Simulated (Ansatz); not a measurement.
Geometry optimisation, UKS B3LYP/def2-SVP in Ansatz.

input.yaml

```yaml
crystal:
  periodic: [false, false, false]
  atoms:
    - { symbol: O, position_ang: [-0.58046, -0.97522, -1.4562] }
    - { symbol: B, position_ang: [-0.6015, 0.01905, -0.61654] }
    - { symbol: As, position_ang: [0.41868, 0.20819, 1.16835] }
    - { symbol: H, position_ang: [-0.10715, -1.8108, -1.36118] }
    - { symbol: H, position_ang: [1.32112, 1.24445, 0.5602] }
    - { symbol: H, position_ang: [-0.45069, 1.31433, 1.70537] }
magnetization:
  spin_polarized: true
  initial_magnetization: 1
basis:
  gaussian: { orbitals: def2-SVP }
hamiltonian:
  xc: b3lyp
relax:
  f_tol: 0.02
  max_steps: 50
```

Run as:

```bash
$ ansatz run input.yaml --threads 2 --pin off --max-ram 3072MiB --backend cpu --events-out ev --progress --plain --runs-dir out
```

Question: Where does it end, and by what steps?

Answer: It converged. After 15 steps the energy has fallen by 0.127 eV; H4 moved furthest, 0.81 Å.

```json
{"step": "0", "energy less start (eV)": "0.0000", "largest force component (eV/Å)": "1.101", "accepted": "yes"}
{"step": "1", "energy less start (eV)": "-0.0431", "largest force component (eV/Å)": "0.676", "accepted": "yes"}
{"step": "2", "energy less start (eV)": "-0.0582", "largest force component (eV/Å)": "0.254", "accepted": "yes"}
{"step": "3", "energy less start (eV)": "-0.0681", "largest force component (eV/Å)": "0.322", "accepted": "yes"}
{"step": "4", "energy less start (eV)": "-0.0891", "largest force component (eV/Å)": "0.331", "accepted": "yes"}
{"step": "5", "energy less start (eV)": "-0.0944", "largest force component (eV/Å)": "0.226", "accepted": "yes"}
{"step": "6", "energy less start (eV)": "-0.1096", "largest force component (eV/Å)": "0.246", "accepted": "yes"}
{"step": "7", "energy less start (eV)": "-0.0712", "largest force component (eV/Å)": "1.561", "accepted": "no"}
{"step": "8", "energy less start (eV)": "-0.1186", "largest force component (eV/Å)": "0.119", "accepted": "yes"}
{"step": "9", "energy less start (eV)": "-0.1192", "largest force component (eV/Å)": "0.521", "accepted": "yes"}
{"step": "10", "energy less start (eV)": "-0.1238", "largest force component (eV/Å)": "0.346", "accepted": "yes"}
{"step": "11", "energy less start (eV)": "-0.1182", "largest force component (eV/Å)": "0.318", "accepted": "no"}
{"step": "12", "energy less start (eV)": "-0.1268", "largest force component (eV/Å)": "0.092", "accepted": "yes"}
{"step": "13", "energy less start (eV)": "-0.1269", "largest force component (eV/Å)": "0.134", "accepted": "yes"}
{"step": "14", "energy less start (eV)": "-0.1273", "largest force component (eV/Å)": "0.020", "accepted": "yes"}
{"step": "15", "energy less start (eV)": "-0.1273", "largest force component (eV/Å)": "0.004", "accepted": "yes"}
```

```xyz
6
Properties=species:S:1:pos:R:3
O -0.635 -1.009 -1.368
B -0.956 -0.378 -0.244
As 0.236 0.226 1.323
H 0.309 -1.148 -1.555
H 1.431 0.691 0.471
H -0.386 1.617 1.374
```

Whether the end is a true minimum wasn't checked by a vibrational analysis.

Run time: 34 s on 2 threads of Intel(R) Xeon(R) Platinum 8488C (Sapphire Rapids), with other jobs on the host, peak memory 0.21 GiB.
